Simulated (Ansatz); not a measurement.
Mulliken charges of GaH$_{7}$OSi (`[SiH3][OH+][GaH3-]`) from r2SCAN/def2-TZVPP in Ansatz (PBE0-D4/def2-TZVP geometry).

```json
{"atom": "Si1", "x (Å)": "-0.485", "y (Å)": "0.680", "z (Å)": "-1.289", "charge (e)": "0.424"}
{"atom": "O2", "x (Å)": "-0.772", "y (Å)": "-0.234", "z (Å)": "0.098", "charge (e)": "-0.331"}
{"atom": "Ga3", "x (Å)": "0.882", "y (Å)": "-0.551", "z (Å)": "1.475", "charge (e)": "0.155"}
{"atom": "H4", "x (Å)": "-1.767", "y (Å)": "0.740", "z (Å)": "-2.035", "charge (e)": "-0.058"}
{"atom": "H5", "x (Å)": "0.556", "y (Å)": "0.041", "z (Å)": "-2.125", "charge (e)": "-0.046"}
{"atom": "H6", "x (Å)": "-0.070", "y (Å)": "2.013", "z (Å)": "-0.814", "charge (e)": "-0.034"}
{"atom": "H7", "x (Å)": "-1.324", "y (Å)": "-1.015", "z (Å)": "0.010", "charge (e)": "0.214"}
{"atom": "H8", "x (Å)": "0.307", "y (Å)": "0.147", "z (Å)": "2.760", "charge (e)": "-0.101"}
{"atom": "H9", "x (Å)": "1.886", "y (Å)": "0.253", "z (Å)": "0.553", "charge (e)": "-0.116"}
{"atom": "H10", "x (Å)": "0.870", "y (Å)": "-2.126", "z (Å)": "1.371", "charge (e)": "-0.106"}
```

Q: By hand: the dipole of these point charges (1 e Å = 4.8032 D).

A: Σ q r = (-0.359, 0.131, -0.593) e Å, of length 0.705 e Å = 3.39 D.

Q: How does the dipole of the full density compare? (An estimate is asked.)

A: The calculation gave: (-0.497, -0.006, -0.544) e Å, 3.54 D; the point charges give 0.96 times that, at 16° from its direction.

Point charges leave out the atoms' own dipoles, such as those of lone pairs, and Mulliken's split depends on the basis, so the close match here is no proof of good charges.
